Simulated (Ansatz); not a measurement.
Relaxation of AlFH$_{4}$OSi (8 atoms, charge 0, multiplicity 1), to a largest force component of 0.03 eV/Å in at most 50 steps.

Theory: RKS PBE-D4/6-31G* in Ansatz 0.2.0.

```xyz
8
Properties=species:S:1:pos:R:3
Al 0.223 -0.062 0.261
H 0.886 0.150 1.642
F 1.701 0.373 -0.369
O -1.214 -0.510 -0.526
Si -2.655 -1.295 -0.796
H -2.779 -2.484 0.116
H -3.799 -0.357 -0.545
H -2.705 -1.776 -2.214
```

Where does it end, and by what steps?

The run converged. The force dipped under the threshold on the way, but the program's further checks kept it going. After 17 steps the energy has fallen by 0.647 eV; F3 moved furthest, 0.77 Å.

```tsv
step	energy less start (eV)	largest force component (eV/Å)	accepted
0	0.0000	1.441	yes
1	-0.4482	1.052	yes
2	-0.6130	0.587	yes
3	-0.6066	0.968	no
4	-0.6316	0.087	yes
5	-0.6360	0.061	yes
6	-0.6371	0.134	yes
7	-0.6382	0.086	yes
8	-0.6398	0.081	yes
9	-0.6417	0.026	yes
10	-0.6347	0.432	no
11	-0.6429	0.185	yes
12	-0.6431	0.070	yes
13	-0.6457	0.037	yes
14	-0.6463	0.004	yes
15	-0.6465	0.074	yes
16	-0.6466	0.039	yes
17	-0.6469	0.004	yes
```

```xyz
8
Properties=species:S:1:pos:R:3
Al 0.309 -0.058 0.325
H 0.865 0.219 1.779
F 1.262 0.294 -0.995
O -1.250 -0.711 0.106
Si -2.567 -1.289 -0.722
H -3.035 -2.567 -0.091
H -3.684 -0.288 -0.668
H -2.241 -1.561 -2.163
```

The run took 39 s on 1 thread of Arm Neoverse V2, on a shared host, peak memory 0.15 GiB.
